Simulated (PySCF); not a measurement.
**Broadened absorption spectrum of C5H8O2**

Compound: C₅H₈O₂.
SMILES: `COC1(C=O)CC1`

Computed, not measured: TDDFT PBE0/def2-SVPD, vertical, gas phase, core orbitals frozen in the response in PySCF. One conformer (not necessarily the lowest) at the GFN2-xTB geometry, without solvent, vibrations or thermal averaging. Torsions of this conformer, `[CH3:1][O:2][C:3]1([CH:4]=[O:5])[CH2:6][CH2:7]1`: C1–O2–C3–C4 -78°, O2–C3–C4–O5 178°.

Computed states:

| state | E (eV) | f |
| --- | --- | --- |
| S1 | 4.22 | 0.0001 |
| S2 | 5.92 | 0.033 |
| S3 | 6.50 | 0.101 |
| S4 | 7.01 | 0.011 |
| S5 | 7.40 | 0.0034 |
| S6 | 7.59 | 0.0091 |

Broadening: Gaussians 0.25 eV wide at half height, area fixed by f = 4.319×10⁻⁹ ∫ε dν̃. The width is an assumption, not a result. The curve ends short of the highest state used, and states not computed would add to its high-energy end.

**Question.** What does the envelope look like, and where are its maxima?

**Answer.** 
E (eV), ε (L mol⁻¹ cm⁻¹) and a bar:
```
     3.84          0 
     3.98          1 
     4.11         10 
     4.25         15 
     4.39          4 
     4.52          0 
     4.66          0 
     4.80          0 
     4.93          0 
     5.07          0 
     5.21          0 
     5.35          0 
     5.48          1 
     5.62         72 
     5.76       1203 ####
     5.89       3477 ###########
     6.03       2039 #######
     6.17        298 #
     6.30       1871 ######
     6.44       9332 ##############################
     6.58       8201 ##########################
     6.71       1554 #####
     6.85        412 #
     6.99       1117 ####
```

Maxima: 294 nm (4.22 eV), ε about 16, made up of S1 (100%); 210 nm (5.92 eV), ε about 3600, made up of S2 (100%); 191 nm (6.50 eV), ε about 11000, made up of S3 (100%) (ε in L mol⁻¹ cm⁻¹; maxima over ε = 5, shares over 10%). At its high-energy end, 6.99 eV, the curve is still rising (ε about 1100, from S4).

**Question.** On this curve, what absorbance would a 10⁻⁵ mol/L sample give at 222 nm over a 1 cm path?

**Answer.** 222 nm is 5.585 eV, where ε is about 27 L mol⁻¹ cm⁻¹, so A = ε c l ≈ 0.00027 (Beer–Lambert, with the gas-phase spectrum and the assumed width).

**Question.** What would ε be at 6.50 eV, the highest of these maxima, with half the width (0.125 eV)?

**Answer.** About 21800 L mol⁻¹ cm⁻¹ against 10900, a factor of about 2.00; a lone state at its own centre would give exactly 2.

**Question.** Coming from long wavelengths, where does ε first pass 100 L mol⁻¹ cm⁻¹?

**Answer.** At about 220 nm (5.63 eV), 1.42 eV above S1.
